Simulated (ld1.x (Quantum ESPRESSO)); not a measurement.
**Which change was made? (H, RRKJ)**

```
Element                 : hydrogen
Generator               : ld1.x (Quantum ESPRESSO) 7.5
Type                    : norm-conserving RRKJ (Kleinman–Bylander form)
Functional              : PBE
Relativity              : non-relativistic
Frozen core             : none
Valence charge          : 1
Reference configuration : 1s1
Partial waves           : 1s (bound): rc 1.25 bohr; 2p channel at 0.1 Ry: rc 1.00 bohr
Local potential         : all-electron potential smoothed inside 0.95 bohr (lloc = -1)
Core correction         : none
```

Cutoffs, loose and tight: the cutoffs (Ry, on a coarse ladder) from which the occupation-weighted sum of valence levels, in a spherical-Bessel basis at the reference potential, stays within 10 and 1 mRy of its value at 400 Ry. They do not see the model core or the augmentation charge, which bear on the density cutoff. Test errors are all-electron minus pseudo excitation energies from the reference, over the configurations 1s0.5; variants that change the core or the reference have their own tests.

The base gives: outcome: generated; cutoff, loose: 21 Ry; cutoff, tight: 35 Ry; bound ghosts: none.

**Question.** After one change the result is: outcome: generated; cutoff, loose: 15 Ry; cutoff, tight: 25 Ry; bound ghosts: none. Which change was it?
A. all radii scaled by about 0.76 (s 0.94, p 0.76 bohr); local potential all-electron potential smoothed inside 0.72 bohr (lloc = -1)
B. all radii scaled by about 1.31 (s 1.64, p 1.30 bohr); local potential all-electron potential smoothed inside 1.24 bohr (lloc = -1)
C. all radii scaled by about 0.83 (s 1.04, p 0.82 bohr); local potential all-electron potential smoothed inside 0.78 bohr (lloc = -1)
D. all radii scaled by about 1.14 (s 1.42, p 1.14 bohr); local potential all-electron potential smoothed inside 1.08 bohr (lloc = -1)

**Answer.** B. The others give: all radii scaled by about 0.76 (s 0.94, p 0.76 bohr); local potential all-electron potential smoothed inside 0.72 bohr (lloc = -1) → outcome: generated; cutoff, loose: 30 Ry; cutoff, tight: 50 Ry; bound ghosts: none | all radii scaled by about 0.83 (s 1.04, p 0.82 bohr); local potential all-electron potential smoothed inside 0.78 bohr (lloc = -1) → outcome: generated; cutoff, loose: 25 Ry; cutoff, tight: 45 Ry; bound ghosts: none | all radii scaled by about 1.14 (s 1.42, p 1.14 bohr); local potential all-electron potential smoothed inside 1.08 bohr (lloc = -1) → outcome: generated; cutoff, loose: 18 Ry; cutoff, tight: 30 Ry; bound ghosts: none.
